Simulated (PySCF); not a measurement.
**Telling isomers of C7H12Si apart by NMR**

Computed data (PySCF 2.14.0 with density-fitted response routines): coordinates at the GFN2-xTB level, σ from GIAO-PBE0/pcSseg-1. Averaged over atoms made equivalent by symmetry, fast rotation or ring inversion, no solvent model, no relativistic terms, single conformer.

Scale: 1H and 13C vs TMS (reference shieldings calculated alike). Where no couplings were computed, multiplicities follow the n + 1 count of equivalent neighbours, and m marks all less simple cases (inequivalent or close neighbours, rings, F or P nearby). Shifts are as computed. Against solution values, carbons near 30 ppm lie about +3 ppm off and those near 130 ppm about +5 ppm. Of 1211 compounds with measured shifts, 218 miss one by over three times the rms of a fit or turn the order of signals round; such compounds aren't used in these exercises.

(1) Tabulate the signals of `CCCC1=C[SiH2]C=C1`, `C#C[C@](C)(C=C)[SiH2]C`, `C=C[C@H](C)C1=C[SiH2]C1`, `C=C/C=C\C(=C)C[SiH3]` and their relative energies.

(2) What is the quickest way to tell C#C[C@](C)(C=C)[SiH2]C from C=C[C@H](C)C1=C[SiH2]C1?

(3) What is the quickest way to tell CCCC1=C[SiH2]C=C1 from C#C[C@](C)(C=C)[SiH2]C?

(4) What is the quickest way to tell C=C[C@H](C)C1=C[SiH2]C1 from C=C/C=C\C(=C)C[SiH3]?

Answers

(1) 
| SMILES | carbon types | δC | δH | E rel. (kcal/mol) |
| --- | --- | --- | --- | --- |
| CCCC1=C[SiH2]C=C1 | 1×C 3×CH 2×CH2 1×CH3 | 172.4, 158.6, 136.4, 124.4, 44.4, 29.0, 17.5 | 7.23 (d, 1H), 6.29 (m, 1H), 5.69 (t, 1H), 4.63 (m, 2H), 2.36 (t, 2H), 1.49 (m, 2H), 1.12 (t, 3H) | 0.0 |
| C#C[C@](C)(C=C)[SiH2]C | 2×C 2×CH 1×CH2 2×CH3 | 147.8, 121.3, 92.4, 80.6, 28.3, 25.8, -8.0 | 5.96 (m, 1H), 5.95 (m, 1H), 5.50 (m, 1H), 4.13 (m, 1H), 3.97 (m, 1H), 1.94 (s, 1H), 1.39 (s, 3H), 0.34 (m, 3H) | 36.1 |
| C=C[C@H](C)C1=C[SiH2]C1 | 1×C 3×CH 2×CH2 1×CH3 | 177.8, 150.7, 130.3, 122.6, 52.0, 20.1, 19.1 | 5.80 (m, 1H), 5.65 (m, 1H), 5.49 (m, 1H), 5.38 (m, 1H), 4.81 (m, 1H), 4.75 (m, 1H), 2.75 (m, 1H), 2.16 (m, 1H), 1.60 (m, 1H), 1.30 (d, 3H) | 19.5 |
| C=C/C=C\C(=C)C[SiH3] | 1×C 3×CH 3×CH2 | 152.3, 142.7, 139.0, 138.6, 125.4, 121.8, 22.4 | 7.30 (m, 1H), 6.38 (m, 1H), 6.30 (m, 1H), 5.64 (m, 1H), 5.48 (m, 1H), 5.45 (br s, 1H), 5.19 (br s, 1H), 3.99 (t, 3H), 1.87 (q, 2H) | 23.9 |

Energies are electronic energies at PBE0/pcSseg-1 on these geometries, without zero-point or thermal terms, each for the one conformer computed, which needn't be the lowest.

(2) Both give the same number of carbon signals, but DEPT or the intensities differ. The first has an alkyne carbon (C) at 92.4 ppm, the second a fully substituted alkene carbon (C) at 177.8 ppm. Their most deshielded carbons lie at 147.8 and 177.8 ppm.

(3) Both give the same number of carbon signals, but DEPT or the intensities differ. The first has a fully substituted alkene carbon (C) at 172.4 ppm, the second a terminal =CH2 carbon at 121.3 ppm. Their most deshielded carbons lie at 172.4 and 147.8 ppm. In the proton spectra the most deshielded non-exchanging signals are 7.23 (d, 1H) and 5.96 (m, 1H).

(4) Both give the same number of carbon signals, but DEPT or the intensities differ. The first has an allylic sp3 CH at 52.0 ppm, the second a fully substituted alkene carbon (C) at 152.3 ppm. Their most deshielded carbons lie at 177.8 and 152.3 ppm. In the proton spectra the most deshielded non-exchanging signals are 5.80 (m, 1H) and 7.30 (m, 1H).
